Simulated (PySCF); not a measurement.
# Correlation energy of Ne⁺ (neon, charge +1)

[He] 2s2 2p5, 2P determinant. Calculation: PySCF 2.14, in aug-cc-pVDZ (4s3p2d, 23 functions); the non-relativistic Hamiltonian (point nucleus). Frozen: 1s2; 7 electrons correlated.

MP2 pair energies summed by pair of shells (mhartree):

| pair | energy | share (%) |
| --- | --- | --- |
| 2p-2p | -92.65 | 65.2 |
| 2s-2p | -42.01 | 29.6 |
| 2s-2s | -7.49 | 5.3 |

Total MP2 correlation energy: -142.14 mhartree.

Same-spin part -35.62 and opposite-spin part -106.52 mhartree; SCS-MP2 scales them by 1/3 and 6/5 to -139.70 mhartree.

| level | correlation energy (mhartree) |
| --- | --- |
| CCSD | -153.55 |
| (T) | -1.65 |
| CCSD(T) | -155.20 |

Diagnostics: T1 = 0.0053, D1 = 0.0085, largest double amplitude 0.031.

Cost of the coupled-cluster step: 0.21 s of wall time on 1 thread of Neoverse-V1 (shared host), for 7 correlated electrons.
